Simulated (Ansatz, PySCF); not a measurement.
C7H5N, SMILES N#Cc1ccccc1. Atoms are numbered in the order given.

```xyz
13

N      0.0000     0.0000     3.2020
C      0.0000     0.0000     2.0426
C      0.0000     0.0000     0.6098
C      0.0000    -1.2155    -0.0909
C      0.0000    -1.2090    -1.4815
C      0.0000     0.0000    -2.1771
C      0.0000     1.2090    -1.4815
C      0.0000     1.2155    -0.0909
H      0.0000    -2.1560     0.4630
H      0.0000    -2.1552    -2.0269
H      0.0000     0.0000    -3.2695
H      0.0000     2.1552    -2.0269
H      0.0000     2.1560     0.4630
```

Geometry optimised at PBE0-D3(BJ)/def2-SVP.

Vertical ionisation energy (IE) and electron affinity (EA) in eV. Rows of orbital energies are one-electron estimates. Where ΔSCF, EOM or ADC give a negative EA the extra electron is unbound and the value depends on the basis.

| level | IE | EA |
|---|---|---|
| −ε(HOMO), −ε(LUMO), r2SCAN/def2-TZVP (PySCF) | ___ | ___ |
| ΔSCF, ωB97X-V/def2-SVPD (Ansatz), final states of multiplicity 2 and 2 | 9.80 | -0.20 |

Problem. What belongs in the gaps? (An estimate is asked for; the answer gives what the named calculation found.)

Solution. 
- −ε(HOMO), −ε(LUMO), r2SCAN/def2-TZVP (PySCF), IE: 7.00
- −ε(HOMO), −ε(LUMO), r2SCAN/def2-TZVP (PySCF), EA: 2.37

Problem. What vertical singlet–triplet gap does ΔSCF give with ωB97X-V/def2-SVPD (Ansatz, a quantum-chemistry and plane-wave program)? (The exact figures need the calculation; the answer reports its results.)

Solution. 4.06 eV (triplet above singlet where positive).
